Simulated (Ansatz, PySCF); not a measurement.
Gas-phase reaction in SMILES: C=C(C)CCC + 4 C (CH4) → C=C (C2H4) + 4 CC (C2H6) [ethane]
Structures are relaxed separately at B3LYP-D3(BJ)/def2-TZVP in Ansatz (a program for electronic structure), one conformer each, not searched for the lowest. Frequencies are from Ansatz or PySCF.

Wanted: bond separation energy (enthalpy at 298 K, with B3LYP-D3(BJ) rigid-rotor harmonic-oscillator terms), in kJ/mol. Correlated levels leave the core frozen unless marked. Spin-orbit coupling is left out. No relativistic terms. CBS(X,Y): correlation extrapolated as X^-3; Hartree-Fock from the larger set. [CCSD(T)-MP2]/basis is that difference in the basis named.

RI-MP2/CBS(cc-pVTZ,cc-pVQZ)+[CCSD(T)-MP2]/cc-pVTZ (Ansatz) gives 68.3 kJ/mol.

Problem. Another calculation gave 49.9 kJ/mol. Which level was it?
A. revPBE/def2-TZVPD (Ansatz)
B. PBE-QIDH/def2-TZVPD (Ansatz)
C. SVWN5/def2-TZVPD (Ansatz)

Solution. A, revPBE/def2-TZVPD (Ansatz). The others give 66.4 (PBE-QIDH), 79.5 (SVWN5) kJ/mol.
